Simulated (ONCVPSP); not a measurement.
Cutoff test, tungsten (W), ONCV

```json
{
  "Element": "W",
  "Generator": "ONCVPSP 4.0.1",
  "Type": "optimised norm-conserving Vanderbilt (ONCV)",
  "Functional": "revPBE",
  "Relativity": "scalar-relativistic",
  "Frozen core": "[Xe] 4f14",
  "Valence charge": "6",
  "Reference configuration": "5d4 6s2",
  "Partial waves": "6s: rc 2.70 bohr, ncon 3, nbas 7, qcut 2.8 1/bohr, 2 projectors, debl 1.1 Ha; p scattering state at 0.05 Ha: rc 2.65 bohr, ncon 4, nbas 8, qcut 3.4 1/bohr, local; 5d: rc 2.65 bohr, ncon 4, nbas 9, qcut 6.3 1/bohr, 2 projectors, debl 3.5 Ha",
  "Local potential": "the p channel",
  "Core correction": "none"
}
```

Q: For each optimised wave give the share of its norm inside rc, the residual kinetic energy above qcut (Ha) and the cutoffs (Ha) for errors of 10, 1, 0.1 and 0.01 mHa per electron.

A:

```csv
wave,norm inside rc,residual KE,10 mHa,1 mHa,0.1 mHa,0.01 mHa
6s,0.381,1.6e-04,2.0,3.1,4.5,17.9
s projector 2,0.130,7.4e-04,2.9,3.9,7.3,18.4
p projector 1,0.233,3.2e-04,1.1,2.8,21.1,29.9
5d,0.782,3.7e-08,9.4,12.3,14.6,16.4
d projector 2,0.199,2.0e-07,12.4,15.0,16.6,18.2
```

The occupied waves need 12 Ha and 15 Ha for 1 and 0.1 mHa.
